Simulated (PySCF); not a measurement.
# Ionisation energy of Xe(29+) by level of theory

Xe(29+) [Ar] 3d7 [3d3/2^4 3d5/2^3, M_J = 9/2] → Xe(30+) [Ar] 3d6 [3d3/2^4 3d5/2^2, M_J = 4], as a difference of total energies. Computed with PySCF 2.14 in an uncontracted even-tempered set (16 s from 4.6 bohr⁻², ratio 2.8; 12 p from 6 bohr⁻², ratio 2.8; 8 d from 6 bohr⁻², ratio 2.8; 3 f from 23 bohr⁻², ratio 3), with the two-component X2C-1e Hamiltonian. Correlated levels: [Ne] frozen; the 74 highest virtual spinors dropped. "Screened" scales the spin-orbit matrix elements by Boettger's factors to mimic the two-electron term; Breit and QED terms are absent.

```json
{"method": "GHF (spin-free)", "ionisation energy (eV)": "1742.2"}
{"method": "GMP2 (spin-free)", "ionisation energy (eV)": "1743.3"}
{"method": "GHF (screened spin-orbit)", "ionisation energy (eV)": "1742.4"}
{"method": "GMP2 (screened spin-orbit)", "ionisation energy (eV)": "1743.2"}
```

Breit and QED terms and the two-electron picture change are absent.

The spin-free rows relax to the high-spin LS determinant and lack the spin-orbit shift.

The labels give the starting determinants; with spin-orbit coupling the two ends relaxed to ⟨J²⟩ = 24.75, ⟨L²⟩ = 14.14, ⟨S²⟩ = 3.03 and ⟨J²⟩ = 20.04, ⟨L²⟩ = 8.55, ⟨S²⟩ = 4.57.

For comparison: 1742 ± 4 eV (theoretical estimate listed by NIST; NIST Atomic Spectra Database, ionization energies).
